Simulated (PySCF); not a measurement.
**I: electron affinity**

I⁻ [Xe] (1S) → I [Kr] 4d10 5s2 5p5 (2P), as a difference of total energies. Computed with PySCF 2.14 in aug-cc-pVDZ-PP with ECP28MDF (5s4p3d, 32 functions), with a scalar-relativistic core potential. Correlated levels: valence: 4s2 4p6 4d10 frozen. The calculations carry no spin-orbit coupling.

```csv
method,electron affinity (eV),difference from reference (eV)
UHF,2.397,-0.662
LDA,3.549,+0.490
PBE,3.299,+0.240
PBE0,3.300,+0.241
r2SCAN,3.331,+0.272
B3LYP,3.356,+0.297
M06,3.150,+0.091
revPBE,3.229,+0.170
TPSSh,3.309,+0.250
MP2 (valence),3.144,+0.085
SCS-MP2 (valence),3.081,+0.022
```

Reference: 3.059 eV (measured; photodetachment measurements, as compiled on the Wikipedia data page of electron affinities).

The reference lies between the lowest fine-structure levels, while these numbers refer to the centres of the terms.

Errors of the correlated levels include the incompleteness of this basis and the frozen core.
